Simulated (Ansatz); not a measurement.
Geometry optimisation, RKS PBE/def2-SVP (Ansatz).

Input:

```yaml
crystal:
  periodic: [false, false, false]
  atoms:
    - { symbol: C, position_ang: [-0.1154, -2.4682, -0.2901] }
    - { symbol: C, position_ang: [0.0575, -1.5122, 0.8889] }
    - { symbol: O, position_ang: [1.1057, -0.604, 0.6457] }
    - { symbol: C, position_ang: [0.8554, 0.5372, -0.1359] }
    - { symbol: O, position_ang: [-0.1352, 1.3502, 0.5381] }
    - { symbol: Si, position_ang: [-0.5853, 2.7935, -0.1778] }
    - { symbol: H, position_ang: [-0.8775, -3.19, -0.0586] }
    - { symbol: H, position_ang: [-0.4842, -1.8475, -1.1778] }
    - { symbol: H, position_ang: [0.775, -2.8943, -0.5539] }
    - { symbol: H, position_ang: [0.3459, -2.1212, 1.7756] }
    - { symbol: H, position_ang: [-0.8666, -0.9758, 1.1815] }
    - { symbol: H, position_ang: [1.7337, 1.08, -0.3033] }
    - { symbol: H, position_ang: [0.3293, 0.2216, -1.1129] }
    - { symbol: H, position_ang: [0.5938, 3.6221, -0.39] }
    - { symbol: H, position_ang: [-1.207, 2.4485, -1.4822] }
    - { symbol: H, position_ang: [-1.548, 3.5374, 0.6968] }
basis:
  gaussian: { orbitals: def2-SVP }
hamiltonian:
  xc: pbe
relax:
  f_tol: 0.015
  max_steps: 40
```

Command:

```bash
$ ansatz run input.yaml --threads 2 --pin off --max-ram 3072MiB --backend cpu --events-out ev --progress --plain --runs-dir out
```

Task: Where does it end, and by what steps?

Result: The run converged. The force dipped under the threshold on the way, but the program's further checks kept it going. After 10 steps the energy has fallen by 0.493 eV; H14 moved furthest, 0.27 Å.

```
step  energy less start (eV)  largest force component (eV/Å)  accepted
   0                  0.0000                           4.331       yes
   1                 -0.4322                           1.063       yes
   2                 -0.4811                           0.200       yes
   3                 -0.4864                           0.130       yes
   4                 -0.4898                           0.058       yes
   5                 -0.4901                           0.059       yes
   6                 -0.4918                           0.019       yes
   7                 -0.4925                           0.037       yes
   8                 -0.4929                           0.030       yes
   9                 -0.4934                           0.014       yes
  10                 -0.4935                           0.009       yes
```

```xyz
16
Properties=species:S:1:pos:R:3
C -0.122 -2.496 -0.289
C 0.007 -1.471 0.833
O 1.130 -0.599 0.653
C 0.886 0.513 -0.134
O 0.056 1.439 0.555
Si -0.606 2.823 -0.137
H -0.963 -3.189 -0.085
H -0.319 -2.016 -1.270
H 0.807 -3.095 -0.381
H 0.180 -1.981 1.803
H -0.924 -0.870 0.945
H 1.883 0.965 -0.342
H 0.402 0.241 -1.111
H 0.463 3.811 -0.534
H -1.407 2.479 -1.370
H -1.496 3.424 0.908
```

Whether the end is a true minimum wasn't checked by a vibrational analysis.

The run took 39 s on 2 threads of Arm Neoverse V1, on a shared host, peak memory 0.18 GiB.
